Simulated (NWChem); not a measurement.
System: CH5AlBrN; SMILES [CH3][Al]([NH2])[Br]

The following NWChem deck was run.

```
start job
memory heap 200 mb stack 900 mb global 1100 mb
geometry units angstroms noautoz
  Al     0.051267     0.972568     0.080511
  Br    -0.042089    -1.284918     0.460383
  C     -1.583777     2.040679     0.021253
  H     -1.373730     3.099691    -0.168949
  H     -2.133204     1.970828     0.967685
  H     -2.257715     1.683998    -0.766827
  N      1.681019     1.639501    -0.146659
  H      1.883810     2.616149    -0.322649
  H      2.535143     1.096202    -0.118110
end
basis spherical
  Al library def2-tzvp
  Br library def2-tzvp
  C library def2-tzvp
  H library def2-tzvp
  N library def2-tzvp
end
dft
  xc b3lyp
  iterations 150
  semidirect filesize 400000000
  mulliken
end
task dft energy
```

Output (shortened):

```
             Northwest Computational Chemistry Package (NWChem) 7.3.0
             --------------------------------------------------------

 CS  symmetry detected

                             Geometry "geometry" -> ""
                             -------------------------

 Output coordinates in angstroms (scale by  1.889725989 to convert to a.u.)

  No.       Tag          Charge          X              Y              Z
 ---- ---------------- ---------- -------------- -------------- --------------
    1 Al                  13.0000     0.03858200     0.95831418     0.00000000
    2 Br                  35.0000    -0.02845529    -1.33183148     0.00000000
    3 C                    6.0000    -1.61277499     2.00270950     0.00000000
    4 H                    1.0000    -1.41468730     3.08093222     0.00000000
    5 H                    1.0000    -2.22335962     1.77229008     0.88123582
    6 H                    1.0000    -2.22335962     1.77229008    -0.88123582
    7 N                    7.0000     1.66424173     1.67226647     0.00000000
    8 H                    1.0000     1.85601963     2.66683131     0.00000000
    9 H                    1.0000     2.52671379     1.14155130     0.00000000

 Effective nuclear repulsion energy (a.u.)     286.8077207223

      Symmetry information
      --------------------

 Group name             Cs
 Group number              2
 Group order               2
 No. of unique centers     8

                                 NWChem DFT Module
                                 -----------------

 Summary of "ao basis" -> "ao basis" (spherical)
 ------------------------------------------------------------------------------
       Tag                 Description            Shells   Functions and Types
 ---------------- ------------------------------  ------  ---------------------
 Al                        def2-tzvp                13       37   5s5p2d1f
 Br                        def2-tzvp                16       48   6s5p4d1f
 C                         def2-tzvp                11       31   5s3p2d1f
 H                         def2-tzvp                 4        6   3s1p
 N                         def2-tzvp                11       31   5s3p2d1f

      Symmetry analysis of basis
      --------------------------

        a'        120
        a"         57

            General Information
            -------------------
          SCF calculation type: DFT
          Wavefunction type:  closed shell.
          No. of atoms     :     9
          No. of electrons :    66
           Alpha electrons :    33
            Beta electrons :    33
          Charge           :     0
          Spin multiplicity:     1
          Use of symmetry is: on ; symmetry adaption is: on
          Maximum number of iterations: 150
          AO basis - number of functions:   177
                     number of shells:    71
          Convergence on energy requested:  1.00D-06
          Convergence on density requested:  1.00D-05
          Convergence on gradient requested:  5.00D-04

              XC Information
              --------------
                         B3LYP Method XC Potential
                     Hartree-Fock (Exact) Exchange  0.200
                        Slater Exchange Functional  0.800 local
                    Becke 1988 Exchange Functional  0.720 non-local
              Lee-Yang-Parr Correlation Functional  0.810
                  VWN I RPA Correlation Functional  0.190 local

             Grid Information
             ----------------
          Grid used for XC integration:  medium
          Radial quadrature: Mura-Knowles
          Angular quadrature: Lebedev.
          Tag              B.-S. Rad. Rad. Pts. Rad. Cut. Ang. Pts.
          ---              ---------- --------- --------- ---------
          Al                  1.25       88          10.0       590
          Br                  1.15      112          12.0       590
          C                   0.70       49          12.0       434
          H                   0.35       45          12.0       434
          N                   0.65       49          11.0       434
          Grid pruning is: on
          Number of quadrature shells:   478
          Spatial weights used:  Erf1

      Superposition of Atomic Density Guess
      -------------------------------------

 Sum of atomic energies:       -2908.75574997

      Non-variational initial energy
      ------------------------------

 Total energy =   -2910.222544
 1-e energy   =   -4616.276701
 2-e energy   =    1419.246437
 HOMO         =      -0.368201
 LUMO         =      -0.014127

      Symmetry analysis of molecular orbitals - initial
      -------------------------------------------------

  Numbering of irreducible representations:

     1 a'          2 a"

  Orbital symmetries:

     1 a'          2 a'          3 a'          4 a'          5 a"
     6 a'          7 a'          8 a'          9 a'         10 a'
    11 a'         12 a"         13 a'         14 a'         15 a'
    16 a"         17 a'         18 a'         19 a'         20 a"
    21 a"         22 a'         23 a'         24 a'         25 a'
    26 a'         27 a'         28 a"         29 a'         30 a"
    31 a'         32 a'         33 a"         34 a'         35 a"
    36 a'         37 a'         38 a'         39 a'         40 a"
    41 a'         42 a'         43 a'

------------------------------------------------------------
EAF file 0: "./job.aoints.0" size=210763776 bytes
------------------------------------------------------------
               write      read    awrite     aread      wait
               -----      ----    ------     -----      ----
     calls:      402         0         0         0         0
   data(b): 2.11e+08  0.00e+00  0.00e+00  0.00e+00
   time(s): 0.00e+00  0.00e+00  0.00e+00  0.00e+00  0.00e+00
rate(mb/s): 0.00e+00  0.00e+00
------------------------------------------------------------

[...]
```

Level: B3LYP/def2-TZVP. The geometry was optimised at B3LYP/6-31G* (spherical d).
